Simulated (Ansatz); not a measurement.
Nudged elastic band run: F2H2NSi

Input file:

```yaml
crystal:
  periodic: [false, false, false]
  atoms:
    - { symbol: "N", position_ang: [-0.072177, 1.087176, -0.812645] }
    - { symbol: Si, position_ang: [0.177226, -0.215407, 0.311852] }
    - { symbol: F, position_ang: [1.573232, -0.915671, -0.071488] }
    - { symbol: F, position_ang: [-0.949107, -1.36874, 0.230006] }
    - { symbol: H, position_ang: [-0.916943, 1.041591, -1.394521] }
    - { symbol: H, position_ang: [0.22987, 0.306951, 1.690597] }
magnetization:
  spin_polarized: true
  initial_magnetization: 1
basis:
  gaussian: { orbitals: def2-SVP }
hamiltonian:
  xc: pbe0
  dispersion: d4
neb:
  order_check: false
  images: 7
  f_tol: 0.05
  max_iterations: 52
  final_atoms:
    - { symbol: "N", position_ang: [-0.3949978, 1.15061931, -0.63145667] }
    - { symbol: Si, position_ang: [0.12264269, -0.1866183, 0.36142347] }
    - { symbol: F, position_ang: [1.48836004, -0.80596063, -0.23121731] }
    - { symbol: F, position_ang: [-0.99876272, -1.34405474, 0.31917738] }
    - { symbol: H, position_ang: [-0.52096188, 0.90476161, -1.62195756] }
    - { symbol: H, position_ang: [0.34582067, 0.21715275, 1.75783169] }
  initial_path:
    images:
      - { positions_ang: [[-0.072177, 1.087176, -0.812645], [0.177226, -0.215407, 0.311852], [1.573232, -0.915671, -0.071488], [-0.949107, -1.36874, 0.230006], [-0.916943, 1.041591, -1.394521], [0.22987, 0.306951, 1.690597]] }
      - { positions_ang: [[-0.06628504, 1.09093858, -0.80068997], [0.17875688, -0.21196962, 0.31134369], [1.56340472, -0.91253128, -0.07662793], [-0.94759472, -1.33494591, 0.20706375], [-0.91876985, 0.99896998, -1.38346833], [0.232589, 0.30543826, 1.69617978]] }
      - { positions_ang: [[-0.06039307, 1.09470115, -0.78873493], [0.18028776, -0.20853224, 0.31083539], [1.55357745, -0.90939156, -0.08176786], [-0.94608243, -1.30115182, 0.18412151], [-0.92059671, 0.95634896, -1.37241565], [0.235308, 0.30392551, 1.70176255]] }
      - { positions_ang: [[-0.05450111, 1.09846373, -0.7767799], [0.18181865, -0.20509486, 0.31032708], [1.54375017, -0.90625185, -0.08690779], [-0.94457015, -1.26735773, 0.16117926], [-0.92242356, 0.91372794, -1.36136298], [0.23802701, 0.30241277, 1.70734533]] }
      - { positions_ang: [[-0.04860915, 1.1022263, -0.76482487], [0.18334953, -0.20165748, 0.30981878], [1.53392289, -0.90311213, -0.09204771], [-0.94305786, -1.23356363, 0.13823701], [-0.92425042, 0.87110691, -1.35031031], [0.24074601, 0.30090002, 1.7129281]] }
      - { positions_ang: [[-0.13520631, 1.11432455, -0.73148282], [0.16817282, -0.19789768, 0.32271995], [1.52253218, -0.87882425, -0.12684011], [-0.95698408, -1.26118641, 0.1834721], [-0.82342828, 0.87952059, -1.41822212], [0.26701468, 0.2799632, 1.724154]] }
      - { positions_ang: [[-0.22180348, 1.12642281, -0.69814077], [0.15299611, -0.19413789, 0.33562112], [1.51114147, -0.85453638, -0.16163251], [-0.97091029, -1.28880919, 0.2287072], [-0.72260615, 0.88793426, -1.48613393], [0.29328334, 0.25902638, 1.7353799]] }
      - { positions_ang: [[-0.30840064, 1.13852106, -0.66479872], [0.1378194, -0.19037809, 0.3485223], [1.49975075, -0.8302485, -0.19642491], [-0.98483651, -1.31643197, 0.27394229], [-0.62178401, 0.89634793, -1.55404575], [0.31955201, 0.23808957, 1.74660579]] }
      - { positions_ang: [[-0.3949978, 1.15061931, -0.63145667], [0.12264269, -0.1866183, 0.36142347], [1.48836004, -0.80596063, -0.23121731], [-0.99876272, -1.34405474, 0.31917738], [-0.52096188, 0.90476161, -1.62195756], [0.34582067, 0.21715275, 1.75783169]] }
```

Command:

```bash
$ ansatz run input.yaml --threads 1 --pin off --max-ram 2048MiB --backend cpu --events-out ev --progress --plain --runs-dir out
```

Output, in part (warnings, iteration lines, the closing report on the highest movable image, with atoms numbered from 0):

```
NEB end point (image 0): max|allowed force component| = 1.216e-2 eV/Å (the criterion of neb.relax_end_points is 1.000e-2)
NEB end point (image 8): max|allowed force component| = 3.956e-3 eV/Å (the criterion of neb.relax_end_points is 1.000e-2)
NEB iter   1: max|band force component| = 2.769e0 eV/Å  barrier→ = 0.2621 eV  barrier← = 0.2615 eV  Δτ_max = 0.1961 Å  (400 SCF iters)
NEB iter   2: max|band force component| = 1.328e0 eV/Å  barrier→ = 0.0585 eV  barrier← = 0.0578 eV  Δτ_max = 0.0591 Å  (273 SCF iters)
NEB iter   3: max|band force component| = 2.576e-1 eV/Å  barrier→ = 0.0028 eV  barrier← = 0.0022 eV  CI = image 4  Δτ_max = 0.0194 Å  (270 SCF iters)
NEB iter   4: max|band force component| = 7.663e-2 eV/Å  barrier→ = 0.0010 eV  barrier← = 0.0004 eV  CI = image 7  Δτ_max = 0.0181 Å  (243 SCF iters)
NEB iter   5: max|band force component| = 6.581e-2 eV/Å  barrier→ = 0.0006 eV  barrier← = -0.0000 eV  CI = image 7  Δτ_max = 0.0083 Å  (235 SCF iters)
NEB iter   6: max|band force component| = 1.349e-2 eV/Å  barrier→ = 0.0006 eV  barrier← = -0.0000 eV  CI = image 7  Δτ_max = 0.0000 Å  (540 SCF iters)
Total energy: -14817.51449461 eV, -544.5336140050 hartree
Atom 0 at    -0.335314     1.161446    -0.646566 Å, force     0.001076     0.000489    -0.004079 eV/Å
Atom 1 at     0.129922    -0.185087     0.359643 Å, force    -0.002387    -0.000949     0.000232 eV/Å
Atom 2 at     1.497604    -0.815227    -0.215570 Å, force    -0.000552     0.000836    -0.000054 eV/Å
Atom 3 at    -0.999117    -1.335274     0.304264 Å, force     0.001279    -0.000300     0.000634 eV/Å
Atom 4 at    -0.583864     0.892751    -1.607692 Å, force     0.000330     0.000498     0.003162 eV/Å
Atom 5 at     0.332870     0.217292     1.759722 Å, force     0.000254    -0.000573     0.000104 eV/Å
Dipole moment:    -0.074333     0.086838    -0.086289 e Å
```

It converged. The highest image is an end point: on this band no image between the ends rises above it.

Final band (atoms are numbered from 1 in the order of the input):

```csv
image,path coordinate (Å),energy (kJ/mol),dihedral H5–N1–Si2–F4 (°)
0,0.00,0.0,3
1,0.09,0.0,-5
2,0.18,0.0,-12
3,0.26,0.0,-20
4,0.35,0.0,-28
5,0.44,0.0,-36
6,0.53,0.0,-44
7,0.62,0.1,-52
8,0.71,0.1,-61
```

Run time: 2.9 min on 1 CPU thread of a shared host.
